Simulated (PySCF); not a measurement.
Species: sum formula BN$_{2}$H$_{6}$, charge 1, multiplicity 1. It need not be the lowest isomer of its formula. SMILES: NB[NH3+]
Structure (B3LYP-D3(BJ)/def2-TZVP (Ansatz) minimum search):
```xyz
9

B      0.0396    -0.3704     0.4425
N     -1.1760     0.2605    -0.3201
N      1.2990    -0.0341     0.0508
H     -0.2499    -1.1052     1.3174
H     -1.7676    -0.4749    -0.7190
H     -1.7757     0.7777     0.3303
H      1.5543     0.5945    -0.6977
H      2.1055    -0.4227     0.5208
H     -0.9256     0.8980    -1.0791
```
Charge +1, spin multiplicity 1.

Dispersion corrections to the total energy (kcal/mol) from the dftd3 and dftd4 libraries through PySCF: D3(BJ) without and D4 with the three-body term, each with the damping fitted for the functional named.

```
functional  D3(BJ)     D4
----------  ------  -----
HSE06        -1.63  -1.45
revPBE         ___  -7.20
BP86         -4.08  -2.45
CAM-B3LYP    -1.96    ___
PW6B95       -1.20  -1.71
BHLYP        -3.53  -2.07
PBE            ___  -1.93
```

### Question
Some entries are withheld; supply them.

### Answer

- revPBE, D3(BJ): -7.58
- CAM-B3LYP, D4: -1.56
- PBE, D3(BJ): -2.84
